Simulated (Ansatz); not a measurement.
Ansatz results at the PBE0-D4/def2-TZVP geometry: HOMO energy (ωB97M-V/def2-TZVPP) -9.50 eV; size of the dipole moment (PBE/def2-TZVPP) 1.81 D; size of the dipole moment (B3LYP/def2-TZVPP) 2.01 D.

Each molecule was computed in one conformer, which needn't be the lowest.

**Question.** Which molecule gave them?
A. `[CH3][AlH][TeH]`
B. `C1C[AsH]1`
C. `BCOC(F)=[Se]`
D. `B[C@@H]1O[C@@]1(F)[SeH]`

**Answer.** D. The others give `C1C[AsH]1`: -9.12, 1.00, 0.99; `BCOC(F)=[Se]`: -8.85, 2.66, 2.82; `[CH3][AlH][TeH]`: -8.72, 0.99, 1.06.

B3LYP here is the variant with VWN-RPA as its local correlation; programs differ in this.
